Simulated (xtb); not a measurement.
C3H9Sb, charge -1, doublet, at the geometry of the source list (a state made from the parent by changing its charge; the spin is typed, not shown lowest). Base run: GFN2-xTB (xtb).

xtb was given this input:
```
$ xtb mol.xyz --gfn 2 --chrg -1 --uhf 1 --json

# file mol.xyz
13

Sb    -0.00200000     0.01770000     1.22880000
C      0.18730000    -1.81640000     0.08130000
H      0.84370000    -2.51580000     0.59200000
H      0.59880000    -1.58780000    -0.89860000
H     -0.79230000    -2.27250000    -0.03440000
C      1.46900000     1.08240000     0.04220000
H      2.46560000     0.71800000     0.26500000
H      1.42780000     2.14210000     0.26600000
H      1.25900000     0.93180000    -1.01090000
C     -1.65400000     0.73500000     0.01980000
H     -2.56070000     0.20220000     0.28500000
H     -1.43260000     0.56960000    -1.02890000
H     -1.80950000     1.79370000     0.19270000
```

Variants of this job, named by their change:

| change | ΔE vs base (mEh) | G_solv (kcal/mol) | SCF cycles |
|---|---|---|---|
| base | 0.000 | - | 17 |
| alpb = chcl3 | -78.142 | -49.30 | 19 |
| acc = 0.0001 | 0.000 | - | 25 |
| etemp = 1000 | -2.605 | - | 13 |
| alpb = cs2 | -55.877 | -35.12 | 18 |
| acc = 1000 | 0.077 | - | 8 |
| acc = 0.1 | 0.000 | - | 20 |

ALPB and GBSA are two models with their own fitted parameters for each solvent, which aren't always the measured dielectric constant.
